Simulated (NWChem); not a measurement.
Program: NWChem. System: HfO$_{2}$, charge 0, spin multiplicity 1, optimised in this run. The structure started from a generated list of species. Level: PBE/def2-SVP with def2 effective core potentials on Hf.

NWChem printed:

```
             Northwest Computational Chemistry Package (NWChem) 7.3.0
             --------------------------------------------------------

                                NWChem Input Module
                                -------------------

 Scaling coordinates for geometry "geometry" by  1.889725989
 (inverse scale =  0.529177249)

 Turning off AUTOSYM since
 SYMMETRY directive was detected!

          ------
          auto-z
          ------

                             Geometry "geometry" -> ""
                             -------------------------

 Output coordinates in angstroms (scale by  1.889725989 to convert to a.u.)

  No.       Tag          Charge          X              Y              Z
 ---- ---------------- ---------- -------------- -------------- --------------
    1 Hf                  72.0000     0.00000000     0.00000000     0.17995400
    2 O                    8.0000    -1.48445400     0.00000000    -0.80979300
    3 O                    8.0000     1.48445400     0.00000000    -0.80979300

 Effective nuclear repulsion energy (a.u.)     353.0888592763

            Nuclear Dipole moment (a.u.)
            ----------------------------
        X                 Y               Z
 ---------------- ---------------- ----------------
     0.0000000000     0.0000000000     0.0000000000

      Symmetry information
      --------------------

 Group name             C2v
 Group number             16
 Group order               4
 No. of unique centers     2

      Symmetry unique atoms

     1    2


 Summary of "ao basis" -> "" (spherical)
 ------------------------------------------------------------------------------
       Tag                 Description            Shells   Functions and Types
 ---------------- ------------------------------  ------  ---------------------
 *                          def2-svp                  on all atoms

                           NWChem Geometry Optimization
                           ----------------------------

 maximum gradient threshold         (gmax) =   0.000450
 rms gradient threshold             (grms) =   0.000300
 maximum cartesian step threshold   (xmax) =   0.001800
 rms cartesian step threshold       (xrms) =   0.001200
 fixed trust radius                (trust) =   0.300000
 maximum step size to saddle      (sadstp) =   0.100000
 energy precision                  (eprec) =   5.0D-06
 maximum number of steps          (nptopt) =   80
 initial hessian option           (inhess) =    0
[...]
                         (should be close to zero!)

          --------------------------------------------------------
          MASS-WEIGHTED PROJECTED HESSIAN (Hartree/Bohr/Bohr/Kamu)
          --------------------------------------------------------

               1            2            3            4            5            6            7            8            9
   ----- ----- ----- ----- -----
    1    2.47583D+00
    2    0.00000D+00  0.00000D+00
    3   -2.08876D-17  0.00000D+00  2.31037D+00
    4   -4.15214D+00  0.00000D+00 -3.53799D+00  1.55901D+01
    5    0.00000D+00  0.00000D+00  0.00000D+00  0.00000D+00  0.00000D+00
    6   -3.15372D+00  0.00000D+00 -3.87465D+00  1.12225D+01  0.00000D+00  1.05153D+01
    7   -4.15214D+00  0.00000D+00  3.53799D+00 -1.66328D+00  0.00000D+00 -6.44456D-01  1.55901D+01
    8    0.00000D+00 -2.52614D-19  0.00000D+00  0.00000D+00  2.11826D-19  0.00000D+00  0.00000D+00  0.00000D+00
    9    3.15372D+00  0.00000D+00 -3.87465D+00  6.44456D-01  0.00000D+00  2.48084D+00 -1.12225D+01  0.00000D+00  1.05153D+01

 center of mass
 --------------
 x =   0.00000000 y =   0.00000000 z =   0.15330133

 moments of inertia (a.u.)
 ------------------
         114.772116987936           0.000000000000           0.000000000000
           0.000000000000         349.084803423838           0.000000000000
           0.000000000000           0.000000000000         234.312686435902

 Rotational Constants
 --------------------
 A=   0.524519 cm-1  (  0.754649 K)
 B=   0.256922 cm-1  (  0.369646 K)
 C=   0.172451 cm-1  (  0.248114 K)

 Temperature                      =   298.15K
 frequency scaling parameter      =   1.0000

 Zero-Point correction to Energy  =    2.829 kcal/mol  (  0.004509 au)
 Thermal correction to Energy     =    4.956 kcal/mol  (  0.007898 au)
 Thermal correction to Enthalpy   =    5.548 kcal/mol  (  0.008842 au)

 Total Entropy                    =   66.089 cal/mol-K
   - Translational                =   41.938 cal/mol-K (mol. weight = 211.9366)
   - Rotational                   =   22.368 cal/mol-K (symmetry #  =        2)
   - Vibrational                  =    1.783 cal/mol-K

 Cv (constant volume heat capacity) =    8.810 cal/mol-K
   - Translational                  =    2.979 cal/mol-K
   - Rotational                     =    2.979 cal/mol-K
   - Vibrational                    =    2.851 cal/mol-K


 ----------------------------------------------------------------------------
 Normal Eigenvalue ||    Projected Derivative Dipole Moments (debye/angs)
  Mode   [cm**-1]  ||      [d/dqX]             [d/dqY]           [d/dqZ]
 ------ ---------- || ------------------ ------------------ -----------------
    1       -0.000 ||      -0.660               0.000            -0.001
    2       -0.000 ||      -0.314               0.000             0.003
    3        0.000 ||       0.000               0.496             0.000
    4        0.000 ||       0.000              -0.825             0.000
    5        0.000 ||       0.000              -0.825             0.000
    6        0.000 ||      -0.006               0.000             0.000
    7      298.175 ||       0.000               0.000            -0.341
    8      803.580 ||      -1.885               0.000             0.000
    9      878.336 ||       0.000               0.000             0.650
 ----------------------------------------------------------------------------

 ----------------------------------------------------------------------------
 Normal Eigenvalue ||           Projected Infra Red Intensities
  Mode   [cm**-1]  || [atomic units] [(debye/angs)**2] [(KM/mol)] [arbitrary]
 ------ ---------- || -------------- ----------------- ---------- -----------
    1       -0.000 ||    0.018893           0.436        18.418       6.291
    2       -0.000 ||    0.004283           0.099         4.175       1.426
    3        0.000 ||    0.010655           0.246        10.387       3.548
    4        0.000 ||    0.029534           0.681        28.791       9.834
    5        0.000 ||    0.029534           0.681        28.791       9.834
    6        0.000 ||    0.000001           0.000         0.001       0.000
    7      298.175 ||    0.005045           0.116         4.918       1.680
    8      803.580 ||    0.154013           3.553       150.140      51.283
    9      878.336 ||    0.018330           0.423        17.869       6.103
 ----------------------------------------------------------------------------

 Task  times  cpu:       30.1s     wall:       30.1s

 Total times  cpu:       35.5s     wall:       35.5s
```

Problem. Write an NWChem input that would produce this output.

Solution. One answer among several that fit: 
```
start mol
memory heap 200 mb stack 900 mb global 1100 mb
geometry units angstroms
  Hf     0.000000     0.000000     0.179954
  O     -1.484454     0.000000    -0.809793
  O      1.484454     0.000000    -0.809793
  symmetry group C2v
end
basis spherical
  * library def2-svp
end
ecp
  Hf library def2-ecp
end
dft
  xc xpbe96 cpbe96
  semidirect memsize 60000000 filesize 0
  iterations 100
  grid fine
  convergence energy 1e-8
end
driver
  maxiter 80
end
task dft optimize
task dft freq numerical
```
